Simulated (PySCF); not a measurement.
A structure optimised at PBE-D3(BJ)/def2-SVP, used in a PySCF frequency run:

```xyz
4

Al     0.0000     0.0000    -0.6605
F      0.0000     0.0000    -2.3289
Br     0.0000     1.9603     0.4221
Br     0.0000    -1.9603     0.4221
```

Task: Write its SMILES, formula and point group.

Result: [F][Al]([Br])[Br], AlBr₂F, C2v

Task: What are its rotational constants (standard atomic weights)?

Result: 3.5305, 0.82294, 0.66738 GHz
